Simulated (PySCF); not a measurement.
H2O3S, SMILES O[SH](=O)=O. The structure is a stationary point at PBE0-D3(BJ)/def2-SVP. Other conformers were not sampled.

Method: PBE0-D3(BJ)/def2-SVP (PySCF).

Harmonic wavenumbers (cm⁻¹): 217, 409, 460, 573, 852, 1040, 1095, 1147, 1217, 1455, 2561, 3818. Rotational constants (GHz): 9.014, 8.535, 4.875; symmetry number 1.

Question: Work out the zero-point energy and the ideal-gas rigid-rotor harmonic-oscillator thermochemistry at 298.15 K and 1 atm.

Answer: ZPE = ½ Σ hcν = ½ × 14845 cm⁻¹ = 88.79 kJ/mol. H − E(el) = 102.46 kJ/mol. Entropy in J/(mol K): translation 163.72, rotation 101.52, vibration 19.22, total 284.46. G − E(el) = 17.65 kJ/mol. Cp = 64.25 J/(mol K).
